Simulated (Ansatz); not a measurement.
`CSCB(N)F` + H₂O → `NB(O)F` + `CSC`  (formal hydrolysis of a B–C bond)

Computed with Ansatz on PBE0-D4/def2-TZVP structures; ΔE is electronic, products minus reactants. CCSD(T)/CBS adds triple-zeta CCSD(T) − MP2 to the extrapolated MP2 energy (def2 sets, frozen cores). This one scheme is used for every species. DFT in def2-TZVPP. B3LYP here is the variant with VWN-RPA as its local correlation; programs differ in this. Each species was taken in one conformer, which may not be the lowest.

`CSCB(N)F`:

Z-matrix (Å, degrees):
```
C
S 1 1.795
H 1 1.091 2 111.0
H 1 1.092 2 111.1 3 -122.4
H 1 1.091 2 107.2 3 118.7
C 2 1.798 1 100.7 3 61.3
B 6 1.578 2 112.3 1 166.5
H 6 1.097 2 109.1 1 47.4
H 6 1.094 2 110.7 1 -70.1
N 7 1.390 6 123.8 2 -21.2
F 7 1.344 6 117.7 2 160.3
H 10 1.005 7 122.8 6 -178.9
H 10 1.005 7 121.9 6 0.6
```

H₂O:

Cartesian coordinates in Å:
```
O -0.148 -0.141 0.331
H -0.539 -0.175 -0.544
H 0.687 0.316 0.213
```

`NB(O)F`:

```xyz
7

N     0.600    0.717   -0.037
B    -0.566   -0.065    0.050
O    -0.615   -1.427    0.021
F    -1.740    0.562    0.174
H     0.555    1.719   -0.008
H     1.528    0.349   -0.132
H     0.237   -1.855   -0.068
```

`CSC`:

Z-matrix (Å, degrees):
```
C
S 1 1.795
H 1 1.090 2 107.2
H 1 1.092 2 111.2 3 118.7
H 1 1.092 2 111.2 3 -118.7
C 2 1.795 1 99.4 3 -180.0
H 6 1.092 2 111.2 1 61.3
H 6 1.090 2 107.2 1 -180.0
H 6 1.092 2 111.2 1 -61.3
```

| level | ΔE (kJ/mol) | difference from CCSD(T)/CBS |
| --- | --- | --- |
| PBE0-D4 | -99.4 | -1.2 |
| B3LYP-D4 | -104.6 | -6.4 |
| ωB97M-V | -102.4 | -4.2 |
| r2SCAN | -107.0 | -8.8 |
| B3LYP | -112.4 | -14.2 |
| SCS-MP2/def2-TZVPP | -104.8 | -6.6 |
| CCSD/def2-TZVPP | -105.1 | -6.9 |
| MP2/def2-QZVPP | -98.4 | -0.2 |
| MP2/CBS(def2) | -96.8 | 1.4 |
| CCSD/CBS(def2) | -101.7 | -3.5 |
| CCSD(T)/CBS | -98.2 | 0 |

Largest T1 diagnostic among the species: 0.011.

The D4 term adds +7.8 kJ/mol with B3LYP and +4.5 kJ/mol with PBE0; it sums over pairs of atoms, weighted by their polarisabilities, and B3LYP, whose exchange is more repulsive, gets the larger term. In def2-TZVPP, CCSD(T) changes the Hartree–Fock value by +24.8 kJ/mol (the triples alone add +3.5 kJ/mol) and MP2 by +26.2 kJ/mol.
